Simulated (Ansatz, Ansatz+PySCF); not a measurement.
| atom | x (Å) | y (Å) | z (Å) |
| --- | --- | --- | --- |
| B | 0.0000 | 0.0000 | 0.0000 |
| Si | 1.0246 | 1.3661 | 2.9577 |

Basis set: 6-31G (spherical functions). Left uncorrelated: 6 orbitals. Charge 0, multiplicity 4.

Computed with Ansatz (development build ahead of 0.2.0); the reference of a correlated method needn't be the lowest determinant of its kind.

(1) Give the atomization energy at this shape (free ground-state atoms in the same class of orbitals less the molecule, no zero-point energy) of quartet BSi by full CI (lowest root of this spin), UHF-CCSD(T), UHF-CCSD.

Results:

(1)

```csv
method,atomization energy
full CI (lowest root of this spin),53.4 kJ/mol
UHF-CCSD(T),45.0 kJ/mol
UHF-CCSD,41.9 kJ/mol
```

Caution for UHF-CCSD(T), UHF-CCSD: large amplitudes, a single reference is doubtful; the reference determinant was not shown to be the lowest.

This basis has no polarisation functions and is too small for such energies, which can lie far from measured ones in either direction.
